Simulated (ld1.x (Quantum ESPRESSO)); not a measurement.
# tantalum (Ta): TM pseudisation with PBE, scalar-relativistic reference atom.

```json
{"Element": "Ta", "Generator": "ld1.x (Quantum ESPRESSO) 7.5", "Type": "norm-conserving Troullier–Martins (Kleinman–Bylander form)", "Functional": "PBE", "Relativity": "scalar-relativistic", "Frozen core": "[Xe]", "Valence charge": "19", "Reference configuration": "4f14 5d3 6s1 6p1", "Partial waves": "6s (bound): rc 2.20 bohr; 5d (bound): rc 1.95 bohr; 4f (bound): rc 1.00 bohr; 6p (bound): rc 3.70 bohr", "Local potential": "the p channel", "Core correction": "none"}
```

All-electron outer shells of the reference configuration (PBE, scalar-relativistic, ld1.x):

```csv
shell,level (eV),outermost node (bohr),outermost maximum (bohr)
5s,-74.53,0.54,0.98
5p,-40.93,0.58,1.13
4f,-26.23,–,0.44
6s,-6.41,1.32,2.74
5d,-4.89,0.65,1.56
6p,-2.10,1.59,3.75
```

Does the generator finish with these settings?

Yes, a potential is produced.

Estimate the cutoffs (Ry, on a coarse ladder) from which the occupation-weighted sum of valence levels, in a spherical-Bessel basis at the reference potential, stays within 10 and 1 mRy of its value at 400 Ry.

over 300 Ry and over 300 Ry.

What does a ghost test show?

No extra level below or beside the all-electron valence levels (s, d, f, p tested).

Which valence shell sets the plane-wave cutoff?

4f: its level needs over 300 Ry to come within 1 mRy, against 30 Ry for 6s.

Its largest configuration-test error is -1905 meV (4f13 5d4 6s2 6p0), which is poor. 2 of 7 tests not solved or not reliable.
